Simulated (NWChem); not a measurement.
Species: AlSiH5O; SMILES [AlH]([OH])[SiH3]

```xyz
8

Al    -0.4497    -0.7186     0.0017
H     -1.9362    -1.2909     0.0379
O      0.8567    -1.8179    -0.0184
H      0.7902    -2.7746    -0.0075
Si     0.1784     1.6459    -0.0108
H      0.7073     2.0642     1.3287
H     -0.9925     2.5281    -0.3214
H      1.2462     1.9292    -1.0223
```
Atoms are numbered in this order, from 1.

Coordinates come from a PBE0/def2-SVP optimisation.

 Unshifted, non-relativistic core excitations; the lowest 4 roots alone, so stronger bands may lie above.

**Question.** List the first Al K-edge excitations from BHandHLYP/def2-TZVP, restricted-window TDA (NWChem).

**Answer.** 
```csv
state,energy (eV),dipole oscillator strength,leading excitation (squared amplitude)
S1,1544.4,0.0080,1s of atom 1 or its equivalents → LUMO (0.90)
S2,1546.8,0.0008,1s of atom 1 or its equivalents → LUMO+1 (0.70)
S3,1547.2,0.0020,1s of atom 1 or its equivalents → LUMO+2 (0.65)
S4,1549.3,0.0020,1s of atom 1 or its equivalents → LUMO+3 (0.53)
```
